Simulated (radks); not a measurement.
Question: Tl+, configuration [Hg]. Calculated with a radial shooting solver on a logarithmic mesh with Libxc functionals: non-relativistic Kohn-Sham, r2SCAN, spin-polarised, spherical densities, point nucleus; meta-GGA in the generalised Kohn-Sham scheme; relativity is left out, which matters for an element this heavy. Some entries of the table are withheld. Estimate them.

orbital  occ.  eigenvalue (eV)  <1/r> (bohr^-1)  <r> (bohr)
1s          2        -77088.29            80.44         (1)
2s          2        -12980.13            18.97     0.07862
2p          6        -12487.20            18.99     0.06643
3s          2        -3089.897            7.380      0.1978
3p          6        -2856.484            7.327      0.1884
3d         10              (2)            7.254      0.1644
4s          2        -685.3261            3.244      0.4331
4p          6        -582.6034              (3)      0.4364
4d         10        -393.7179            2.973      0.4423
4f         14        -139.8131            2.650      0.4574
5s          2        -113.5787            1.360      0.9770
5p          6         -79.7840            1.251       1.053
5d         10         -25.9517              (4)         (5)
6s          2         -14.0147           0.4675       2.687

Answer: 
(1) 1s <r> (bohr): 0.01869
(2) 3d eigenvalue (eV): -2421.697
(3) 4p <1/r> (bohr^-1): 3.154
(4) 5d <1/r> (bohr^-1): 0.9703
(5) 5d <r> (bohr): 1.350
